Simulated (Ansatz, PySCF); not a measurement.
Gas-phase reaction (SMILES): CC[Si](Cl)(Cl)Cl [trichloro(ethyl)silane] + F (HF) -> F[Si](Cl)(Cl)Cl + CC (C2H6) [ethane]; hydrogen fluoride cleaves one Si-C bond, a model of a ligand-exchange step.

Structures are relaxed separately at B3LYP-D3(BJ)/def2-TZVP in Ansatz (a first-principles code), one conformer each, not searched for the lowest. Valence correlation only, unless marked. Spin-orbit coupling is left out. Non-relativistic. Basis-set limits of correlation are two-point, X^-3; Hartree-Fock from the larger set. The bracket is a focal-point correction in the basis named. Thermal terms are rigid-rotor harmonic-oscillator values from B3LYP-D3(BJ) frequencies (Ansatz or PySCF) at 298.15 K and 1 atm. 1 Eh = 627.5095 kcal/mol.

| species | E, RI-MP2/CBS(cc-pV(T+d)Z,cc-pV(Q+d)Z)+[CCSD(T)-MP2]/cc-pV(T+d)Z (Ansatz) (Eh) | E, r2SCAN-D4/def2-TZVPD (Ansatz + dftd4) (Eh) | H - E (Eh) |
|---|---|---|---|
| CC[Si](Cl)(Cl)Cl | -1747.69609 | -1749.41749 | 0.08079 |
| F (HF) | -100.39237 | -100.44728 | 0.01259 |
| F[Si](Cl)(Cl)Cl | -1768.41784 | -1770.11597 | 0.01555 |
| CC (C2H6) | -79.71807 | -79.79874 | 0.07887 |

Work out ΔE and ΔH at 298.15 K at the first level, then ΔH at the second.


1. ΔE = [(-1768.41784) + (-79.71807)] - [(-1747.69609) + (-100.39237)] = -0.04745 Eh = -29.8 kcal/mol at RI-MP2/CBS(cc-pV(T+d)Z,cc-pV(Q+d)Z)+[CCSD(T)-MP2]/cc-pV(T+d)Z.
2. The terms H - E add up to 0.00104 Eh, so ΔH = (-0.04745 + (0.00104))×627.5095 = -29.1 kcal/mol.
3. At r2SCAN-D4/def2-TZVPD the same steps give ΔE = -31.3 and ΔH = -30.7 kcal/mol, a shift of -1.6 from the first level.
4. These values are not checked against measurement here, since the tables used lack a sound gas-phase enthalpy of formation for at least one species.
